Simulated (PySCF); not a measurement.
Al(H)(NCO)(OH) (CH2AlNO2), SMILES [N]([AlH][OH])=C=O.

Geometry optimised at PBE0-D3(BJ)/def2-SVP. Other conformers were not sampled.

The numbers are results of r2SCAN/def2-TZVP run with PySCF, not measurements.

Isolated molecule, no solvent.

Computed frontier levels, gap, dipole moment and polarisability:
| Property | Value |
|---|---|
| highest occupied level | -7.55 eV |
| lowest empty level | -1.37 eV |
| orbital gap | 6.19 eV |
| dipole moment | 1.38 D |
| quadrupole, principal values (traceless, Buckingham form, about the centre of nuclear charge) | -14.97, 7.29, 7.68 D·Å |
| mean static polarisability | 47.0 bohr³ (6.96 Å³) |
| polarisability, principal values | 33.0, 38.8, 69.2 bohr³ |
